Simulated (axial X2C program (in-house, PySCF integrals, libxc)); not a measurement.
Ionising Sb₂

Computed with an axial X2C code built on PySCF integrals, spin-free (one-electron X2C) or two-component (2c: spin–orbit coupling with atomic mean-field Coulomb and Gaunt terms, which also bring small scalar terms), in Dyall basis sets with cores contracted in-house; open shells are unrestricted.

Basis sets: Sb dyall-cv3z. Frozen shells (counts by l): Sb₂ Sb 4s3p2d, 10 electrons correlated; Sb₂⁺ Sb 4s3p2d, 9 electrons correlated. Where the outer core of a metal is frozen, bonds come out longer and ionisation energies lower.

```csv
Hamiltonian,level,Sb₂ state,Re (Å),ωe (cm⁻¹),De (eV)
spin-free,HF,"M_S = 0, Λ = 0",2.434,327.7,-0.33
spin-free,PBE0,"M_S = 0, Λ = 0",2.466,298.3,2.72
spin-free,MP2,"M_S = 0, Λ = 0",2.553,241.7,2.62
```

Adiabatic ionisation energy (minimum to minimum, no zero-point term) and constants of Sb₂⁺:

```tsv
Hamiltonian	level	Sb₂⁺ state	IE (eV)	Re (Å)	ωe (cm⁻¹)	De (eV)	fragments
spin-free	HF	M_S = 1/2, Λ = 1	7.55	2.529	293.1	0.68	Sb+ + Sb
spin-free	PBE0	M_S = 1/2, Λ = 1	8.51	2.568	263.0	3.25	Sb+ + Sb
spin-free	MP2	M_S = 1/2, Λ = 1	8.70	2.636	223.9	2.89	Sb+ + Sb
```

Q: Add the zero-point terms to the ionisation energy at MP2, spin-free, and say whether the electron removed was bonding.

A: IE0 = IE + (ωe⁺ − ωe)/2 = 8.70 + (-0.001) = 8.70 eV. Re changes by 0.083 Å, so the bond lengthens, as on loss of a bonding electron.

Q: Close the cycle De(Sb₂⁺) + IE(Sb₂) = De(Sb₂) + IE(Sb) to find the atomic ionisation energy at MP2, spin-free.

A: IE(Sb) = 2.89 + 8.70 − 2.62 = 8.97 eV, for the determinants used.

Each entry is the lowest single determinant of a limited PBE0 search at one distance. De goes to single-determinant-based atoms at the same level (for ions the charge split of lowest energy) and is withheld (n/a) where an atom does not fit its ground term or J level. Main or longest-lived isotopes. The functionals have no current term, which raises determinants with orbital currents.
